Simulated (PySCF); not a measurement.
Job file and geometry (Å, from GFN2-xTB) of an NMR shielding run on `CC[P@@](C)(=O)C1CCC1`, C₇H₁₅OP, GIAO PBE0/pcSseg-1 NMR shielding, non-relativistic, gas phase (PySCF); density fitting, a coarse starting grid and PySCF grid level 2 are the driver's defaults:

```
{"job": {"kind": "nmr", "xc": "PBE0", "basis": "pcSseg-1"}, "charge": 0, "multiplicity": 1}
C     -3.092783    -0.420353    -0.854294
C     -1.722025     0.163789    -1.155514
P     -0.567219    -0.211565     0.234151
C     -1.065454     0.871510     1.629182
O     -0.531397    -1.633350     0.597048
C      1.055592     0.455029    -0.330273
C      1.736174    -0.432335    -1.384053
C      2.987113    -0.507766    -0.497881
C      2.206076     0.157075     0.643910
H     -3.737190    -0.376813    -1.730274
H     -2.983232    -1.460277    -0.551958
H     -3.576344     0.121583    -0.043766
H     -1.294325    -0.313219    -2.041740
H     -1.772809     1.238259    -1.330994
H     -0.332519     0.744191     2.423803
H     -1.120970     1.916218     1.340849
H     -2.031976     0.529186     1.993714
H      0.976169     1.503559    -0.615115
H      1.871037     0.007939    -2.370487
H      1.235356    -1.395500    -1.482156
H      3.356409    -1.509241    -0.291955
H      3.807539     0.105178    -0.866746
H      1.907359    -0.553437     1.414563
H      2.677683     1.020105     1.111010
```

Problem. Write the output of this run.

Solution. 
```
coarse grid: 19616 points
cycle   1  E = -691.4980286751  dE =  1.228e+00  |g| = 9.669e-01  |ddm| = 4.360e+00
cycle   2  E = -690.9703163426  dE =  5.277e-01  |g| = 1.869e+00  |ddm| = 3.619e+00
cycle   3  E = -691.6755267620  dE = -7.052e-01  |g| = 2.487e-01  |ddm| = 2.963e+00
cycle   4  E = -691.6890835404  dE = -1.356e-02  |g| = 7.617e-02  |ddm| = 2.921e-01
cycle   5  E = -691.6904142497  dE = -1.331e-03  |g| = 1.268e-02  |ddm| = 6.377e-02
cycle   6  E = -691.6904453671  dE = -3.112e-05  |g| = 5.023e-03  |ddm| = 1.634e-02
cycle   7  E = -691.6904515174  dE = -6.150e-06  |g| = 8.715e-04  |ddm| = 5.635e-03
final grid: 182176 points
cycle   8  E = -691.7586103218  dE = -5.066e-05  |g| = 1.224e-02  |ddm| = 3.854e-02
cycle   9  E = -691.7585734875  dE =  3.683e-05  |g| = 1.811e-02  |ddm| = 2.650e-02
cycle  10  E = -691.7586438863  dE = -7.040e-05  |g| = 3.092e-03  |ddm| = 1.809e-02
cycle  11  E = -691.7586456970  dE = -1.811e-06  |g| = 1.933e-04  |ddm| = 2.997e-03
cycle  12  E = -691.7586457028  dE = -5.748e-09  |g| = 9.967e-05  |ddm| = 2.693e-04
cycle  13  E = -691.7586457049  dE = -2.193e-09  |g| = 3.050e-05  |ddm| = 1.192e-04
cycle  14  E = -691.7586457052  dE = -2.351e-10  |g| = 5.491e-06  |ddm| = 3.368e-05
converged SCF energy = -691.7586457052

GIAO shielding tensors (ppm)
atom      isotropic    diamagn.    paramagn.     s11        s22        s33       span
  0 C      180.057     245.683     -65.627    174.243    177.682    188.245     14.002
  1 C      161.327     258.973     -97.646    147.479    160.347    176.155     28.676
  2 P      302.089     968.267    -666.177    230.763    241.085    434.420    203.658
  3 C      173.921     258.433     -84.512    152.924    171.979    196.859     43.936
  4 O      268.088     398.442    -130.355    151.957    310.113    342.192    190.235
  5 C      152.374     257.429    -105.055    139.447    154.157    163.517     24.070
  6 C      168.613     249.813     -81.200    151.800    168.219    185.819     34.019
  7 C      167.548     253.923     -86.375    155.996    165.822    180.827     24.831
  8 C      168.343     249.991     -81.648    151.941    167.791    185.299     33.357
  9 H       30.493      26.874       3.618     25.253     27.629     38.595     13.342
 10 H       29.938      29.134       0.805     24.541     29.898     35.377     10.836
 11 H       30.858      29.286       1.573     25.625     29.888     37.062     11.438
 12 H       30.235      34.542      -4.307     24.931     31.122     34.652      9.721
 13 H       30.893      34.698      -3.805     26.385     30.280     36.013      9.627
 14 H       30.400      32.650      -2.250     26.116     29.666     35.416      9.300
 15 H       31.435      33.397      -1.962     27.662     28.383     38.259     10.597
 16 H       30.217      31.366      -1.149     25.915     28.937     35.799      9.885
 17 H       29.592      36.123      -6.531     26.477     29.850     32.449      5.972
 18 H       29.841      31.619      -1.777     25.490     27.713     36.321     10.831
 19 H       29.081      32.312      -3.232     25.486     29.598     32.157      6.671
 20 H       29.691      29.774      -0.083     25.892     26.551     36.629     10.737
 21 H       29.501      30.297      -0.796     26.220     26.804     35.480      9.259
 22 H       29.079      32.116      -3.036     25.541     29.331     32.366      6.825
 23 H       29.796      31.399      -1.604     25.554     27.491     36.342     10.788
```

Problem. Turn these shieldings into chemical shifts. Chemical shifts δ = σref − σ; ¹³C (186.93 ppm), ¹H (31.72 ppm) vs TMS; ³¹P (318.38 ppm) against H3PO4; ¹⁷O (336.08 ppm) vs H2O, all at this level.

Solution. Averaging equivalent atoms: C 5: 34.6; C 1: 25.6; C 7: 19.4; C 8: 18.6; C 6: 18.3; C 3: 13.0; C 0: 6.9; P 2: 16.3; O 4: 68.0; H 22: 2.64; H 19: 2.64; H 21: 2.22; H 17: 2.12; H 20: 2.03; H 23: 1.92; H 18: 1.88; H 12: 1.48; H 9/10/11: 1.29; H 14/15/16: 1.03; H 13: 0.82 ppm. Experimental scales use liquid or dissolved standards, which lie at an offset from isolated H2O (liquid H2O: subtract about 36 ppm) and H3PO4.

Size and cost of the density-fitted run: 235 basis functions, 37 s wall time on 1 thread of an x86-64 server CPU, shared host.
